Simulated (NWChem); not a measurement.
Species: AlBrCl2; SMILES [Cl][Al]([Br])[Cl]

```xyz
4

Al     0.0000     0.0000    -0.5119
Cl     0.0000     1.8042    -1.5682
Cl     0.0000    -1.8042    -1.5682
Br     0.0000     0.0000     1.7315
```
Atoms are numbered in this order, from 1.

Level: B3LYP/6-31G* (spherical d) (NWChem), optimised geometry, unscaled harmonic frequencies. This build's default masses of Se (78.918 u) and Br (79.917 u) are each other's, which moves their modes by up to 0.6 %.

Question: List the harmonic frequencies with IR intensities, and the thermochemistry.

Answer: 
```json
[
 {"frequency (cm⁻¹)": "123", "IR intensity (km/mol)": "4.6"},
 {"frequency (cm⁻¹)": "135", "IR intensity (km/mol)": "6.6"},
 {"frequency (cm⁻¹)": "189", "IR intensity (km/mol)": "30.8"},
 {"frequency (cm⁻¹)": "318", "IR intensity (km/mol)": "5.6"},
 {"frequency (cm⁻¹)": "557", "IR intensity (km/mol)": "182.0"},
 {"frequency (cm⁻¹)": "611", "IR intensity (km/mol)": "177.6"}
]
```

| Property | Result |
|---|---|
| zero-point energy | 2.8 kcal/mol |
| thermal correction to the enthalpy at 298.15 K (with zero-point energy) | 6.8 kcal/mol |
| heat capacity Cv | 15.4 cal/(mol K) |
| entropy at 298.15 K and 1 atm (symmetry number 2) | 79.9 cal/(mol K) |
| dipole moment | 0.30 D |

Rigid rotor and harmonic oscillator.
